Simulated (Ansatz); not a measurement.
BrCuH₃N (`[NH3+][Cu-][Br]`), relaxed with RKS PBE0-D4/def2-TZVP in Ansatz 0.2.0 from a PBE-D4/def2-SVP geometry. The force threshold is 0.005 eV/Å; the program also tests the step.

Charge 0, multiplicity 1.

Start:

```xyz
6

N    -0.554   -0.212    0.565
Cu    0.754    0.298   -0.770
Br    2.256    0.867   -2.300
H    -0.807   -1.210    0.498
H    -1.435    0.318    0.481
H    -0.214   -0.062    1.527
```

```csv
step,energy (eV),largest force (eV/Å),largest move (Å)
1,-116213.1954,0.889,0.000
2,-116213.2108,0.384,0.011
3,-116213.2130,0.094,0.005
4,-116213.2134,0.005,0.004
```

End:

```xyz
6

N    -0.563   -0.217    0.574
Cu    0.753    0.292   -0.769
Br    2.250    0.869   -2.294
H    -0.806   -1.200    0.500
H    -1.420    0.316    0.475
H    -0.214   -0.061    1.514
```

It took 10 s on 4 threads of an Arm Neoverse V2 on a shared host, with 0.39 GiB of host memory at the peak.
